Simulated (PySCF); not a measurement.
A structure optimised at B3LYP-D3(BJ)/def2-SVP, used in a PySCF frequency run:

```
C
C 1 1.3318
F 1 1.3332 2 123.04
F 2 1.3332 1 123.04 3 0.00
H 1 1.0926 2 122.12 4 180.00
H 2 1.0926 1 122.12 5 0.00
```
Charge 0, spin multiplicity 1.

### Question
Write its SMILES, formula and point group.

### Answer
F/C=C\F, C2H2F2, C2v

### Question
What are its rotational constants (standard atomic weights)?

### Answer
21.558, 5.7762, 4.5556 GHz
